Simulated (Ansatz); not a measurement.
Total energies of the cluster Ni₂H₄⁻ (the lowest doublet isomer of a short search) from Ansatz at PBE-D4/def2-TZVPD, gas phase (1 Eh = 27.2114 eV = 2625.5 kJ/mol). The reference geometry is relaxed at PBE-D4/def2-TZVPD.

```xyz
6

Ni    0.767   -0.499   -0.794
Ni   -0.490    0.169    1.094
H     1.222   -0.012   -2.194
H    -1.334    1.347    1.648
H    -0.648    0.113   -0.471
H     0.483   -1.119    0.717
```

| state | geometry | energy (Eh) |
| --- | --- | --- |
| charge -1 doublet | reference | -3018.63750 |
| charge 0 triplet | reference | -3018.53932 |
| charge -1 quartet | relaxed at PBE-D4/def2-TZVPD | -3018.61641 |

Question: Work out the vertical ionisation energy to the triplet.

Answer: E(charge 0 triplet) − E(charge -1 doublet) = -3018.53932 − (-3018.63750) = 0.09818 Eh = 2.67 eV. For comparison, −ε of the highest occupied level of the spin that leaves is -0.37 eV at this level, 3.04 eV less.

Question: Which of the charge -1 states is lowest, and how far above it are the others?

Answer: The doublet. quartet: -3018.61641 − (-3018.63750) = 0.02109 Eh = 55.4 kJ/mol.

At PBE-D4/def2-TZVPD the highest occupied level of the charge -1 doublet lies above zero (up to 0.37 eV). By energy differences its removal costs 2.67 eV (vertical, to the charge 0 triplet, at PBE-D4/def2-TZVPD); a positive level beside a positive removal energy at the same level points to self-interaction error. At PBE-D4/def2-TZVPD the highest occupied level of the charge -1 quartet lies above zero (up to 0.22 eV). It is a level of α spin, whose loss leaves a triplet; that state wasn't run at this geometry and level. The electron is either unbound and held by the finite basis, or the level is raised by self-interaction error. 

The structure comes from a short search, and lower isomers may exist.
